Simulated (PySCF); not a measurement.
One of the candidates below gave these computed data.

All candidates are C6H6F3 (charge +1).

| technique | computed result |
| --- | --- |
| 13C NMR | chemical shifts (computed TMS as zero) by class: 227.6 (1 C), 180.4 (1 C), 167.3 (1 C), 146.2 (1 C), 138.4 (1 C), 38.6 (1 C) ppm [GIAO PBE0/pcSseg-1] |
| Rotational structure | rotational constants A, B, C: 4.400, 0.741, 0.636 GHz [GFN2-xTB] |
| NMR, other nuclei | isotropic shieldings of nuclei other than C and H, by class: 182 (1 F), 200 (1 F), 335 (1 F) ppm [GIAO PBE0/pcSseg-1] |
| 1H NMR | chemical shifts (computed TMS as zero) by class: 10.22 (1 H), 8.52 (1 H), 7.69 (1 H), 3.70 (3 H) ppm [GIAO PBE0/pcSseg-1] |

Electronic properties: PySCF, gas phase, density fitting. Levels stand in brackets. The structure is a single GFN2-xTB conformer in the gas phase; no vibrational or solvent corrections. NMR classes are plain means over equivalent atoms (diastereotopic ones count apart unless rotation or inversion swaps them), as if these changed places fast.

Question: Which candidate is it?
A. `FC(F)(F)CC[c+]1cc1`
B. `FC(F)(F)[C+]1C=CCC1`
C. `C[CH+]/C=C\C(F)=C(F)F`

Answer: C. It is `C[CH+]/C=C\C(F)=C(F)F`. Numbering: `[CH3:1][CH+:2]/[CH:3]=[CH:4]\[C:5]([F:6])=[C:7]([F:8])[F:9]`. 6 carbons fall into 6 classes; from least to most shielded: carbon bonded to 2 C and H [C2] (227.6 ppm), =CF2 carbon [C7] (180.4 ppm), carbon bonded to 2 C and H [C4] (167.3 ppm), vinylic C–F carbon [C5] (146.2 ppm), carbon bonded to 2 C and H [C3] (138.4 ppm), methyl carbon [C1] (38.6 ppm). Hydrogen classes from least to most shielded: 1 H on a carbon bonded to 2 C and H, C2 (10.22 ppm), 1 H on a carbon bonded to 2 C and H, C4 (8.52 ppm), 1 H on a carbon bonded to 2 C and H, C3 (7.69 ppm), 3 H on a methyl carbon, C1 (3.70 ppm). The other shieldings belong to: 182 ppm, vinyl fluorine [F9]; 200 ppm, vinyl fluorine [F8]; 335 ppm, vinyl fluorine [F6]. The optimised geometry has point group Cs and is an asymmetric top.

The others, at the same levels:
- `FC(F)(F)CC[c+]1cc1` fails: it has 5 carbon classes against 6; its computed 13C shifts are 199.1 (1 C), 181.2 (2 C), 131.7 (1 C), 35.1 (1 C), 28.0 (1 C) ppm, 1H shifts are 10.55 (2 H), 4.42 (2 H), 2.97 (2 H) ppm and smallest rotational constant is 0.708 GHz (against 0.636 GHz).
- `FC(F)(F)[C+]1C=CCC1` fails: its computed 13C shifts are 254.7 (1 C), 243.5 (1 C), 153.3 (1 C), 127.1 (1 C), 58.0 (1 C), 53.5 (1 C) ppm, 1H shifts are 11.40 (1 H), 8.71 (1 H), 4.66 (2 H), 4.57 (2 H) ppm and rotational constant A is 3.302 GHz (against 4.400 GHz).

Each candidate is one conformer, not necessarily the lowest. The conformers computed, where there is a choice (atom-mapped SMILES and torsion angles):
- `[CH3:1][CH+:2]/[CH:3]=[CH:4]\[C:5]([F:6])=[C:7]([F:8])[F:9]`: C1–C2–C3–C4 180°, C3–C4–C5–F6 0°
- `[F:1][C:2]([F:3])([F:4])[CH2:5][CH2:6][c+:7]1[cH:8][cH:9]1`: F1–C2–C5–C6 -178°, C2–C5–C6–C7 178°, C5–C6–C7–C8 180°
- `[F:1][C:2]([F:3])([F:4])[C+:5]1[CH:6]=[CH:7][CH2:8][CH2:9]1`: F1–C2–C5–C6 -121°
